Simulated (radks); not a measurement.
Valence configurations of neutral molybdenum (all share [Kr]). Method: non-relativistic Kohn-Sham, PBEsol, spin-unpolarised, spherical densities, point nucleus; relativity is left out, which matters for an element this heavy; computed with a radial shooting solver on a logarithmic mesh with Libxc functionals. Energies are relative to 4d5 5s1; eigenvalues in eV.

valence          E (eV)    e(4d)   e(5p)   e(5s)
4d5 5s1           0.000   -4.007       -  -3.823
4d5.5 5s0.5       0.040   -3.101       -  -3.429
4d4.5 5s1.5       0.238   -5.025       -  -4.245
4d6               0.314   -2.324       -       -
4d4 5s2           0.794   -6.142       -  -4.685
4d4.5 5s1 5p0.5   1.764   -5.652  -1.581  -4.672
4d5 5p1           2.892   -5.235  -1.705       -
4d4 5s1 5p1       4.086   -7.327  -2.100  -5.462
4d3 5s1 5p2      10.553  -10.782  -3.034  -6.933
4d2.5 5s1 5p2.5  14.759  -12.553  -3.471  -7.631

NIST lists [Kr] 4d5 5s1 as the ground configuration; this level of theory agrees among the configurations tried. The energies are those of spherical spin-averaged densities, not of single terms. Relativity is left out, which favours d and f over s occupation in heavy atoms.
